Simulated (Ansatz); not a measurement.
Stepwise reaction of `O[Si](O)(F)Cl` with ammonia, as a gas-phase model of exchange steps in deposition or etching. ΔE in kJ/mol.

Isolated molecules relaxed with PBE0-D4/def2-TZVP in Ansatz; ΔE leaves out vibrations. CBS: MP2 limit from def2 TZ/QZ plus the TZ coupled-cluster correction, frozen cores. This one scheme is used for every species. Functionals use def2-TZVPP. B3LYP here is the variant with VWN-RPA as its local correlation; programs differ in this. One conformer a species, not always the lowest.

```tsv
step	reaction	PBE-D4	B3LYP-D4	ωB97M-V	CCSD(T)/CBS
1	`O[Si](O)(F)Cl` + NH₃ → `N[Si](O)(F)Cl` + H₂O	37.2	40.6	40.4	38.5
```

(1) Give the row of step 2, `N[Si](O)(F)Cl` + NH₃ → `N[Si](N)(F)Cl` + H₂O. (An estimate is asked.)

(2) By hand: ΔE of the 2 steps together at CCSD(T)/CBS.

Results:

(1) Ansatz gave: 
| step | reaction | PBE-D4 | B3LYP-D4 | ωB97M-V | CCSD(T)/CBS |
| --- | --- | --- | --- | --- | --- |
| 2 | `N[Si](O)(F)Cl` + NH₃ → `N[Si](N)(F)Cl` + H₂O | 34.7 | 37.4 | 37.7 | 36.0 |

(2) (38.5) + (36.0) = 74.5 kJ/mol, or 37.2 kJ/mol a step.

In ΔE the steps differ by no more than 2.5 kJ/mol. All are uphill at CCSD(T)/CBS. PBE-D4 differs from CCSD(T)/CBS by -1.3 to -1.3 kJ/mol a step. Isolated molecules leave out the surface, adducts and barriers. Largest T1 diagnostic: 0.011.
